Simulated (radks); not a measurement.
The chlorine anion Cl-, [Ar], held by a Watson sphere: a shell of charge +0.67 at radius R that stands for the Madelung well of a crystal (potential energy -0.67/R inside, -0.67/r outside, in hartree with lengths in bohr). All-electron calculation, scalar-relativistic Kohn-Sham, LB94 model potential, spin-polarised, spherical densities, point nucleus. Program: a radial shooting solver on a logarithmic mesh with Libxc functionals. Response by self-consistent Sternheimer equations with the Hartree and adiabatic LDA kernel, the relativistic mass of each level held fixed and spin-orbit coupling left out. The sphere does not respond.

R (bohr)  e(2p) (eV)  e(3s) (eV)  e(3p) (eV)  <r> 3p (bohr)  sum of <r^2> (bohr^2)  X-ray form factor at sin(theta)/lambda = 0.1 1/angstrom  alpha (bohr^3)
2.41         -202.39     -21.509      -9.984          1.939                  34.94                                                   15.819           22.23
2.95         -201.96     -20.818      -9.341          1.969                  36.02                                                   15.773           24.90
3.36         -201.58     -20.351      -8.885          1.985                  36.60                                                   15.750           26.73
3.43         -201.52     -20.277      -8.811          1.987                  36.68                                                   15.747           27.01
3.72         -201.26     -19.983      -8.518          1.994                  36.98                                                   15.736           28.12
4.06         -200.97     -19.668      -8.204          2.000                  37.25                                                   15.727           29.23
4.3          -200.78     -19.465      -8.000          2.004                  37.39                                                   15.722           29.91
4.31         -200.77     -19.457      -7.991          2.004                  37.40                                                   15.722           29.93

Estimate the row for R = 3.26 bohr.

Answer. e(2p) (eV) -201.68; e(3s) (eV) -20.460; e(3p) (eV) -8.993; <r> 3p (bohr) 1.981; sum of <r^2> (bohr^2) 36.47; X-ray form factor at sin(theta)/lambda = 0.1 1/angstrom 15.754; alpha (bohr^3) 26.30.
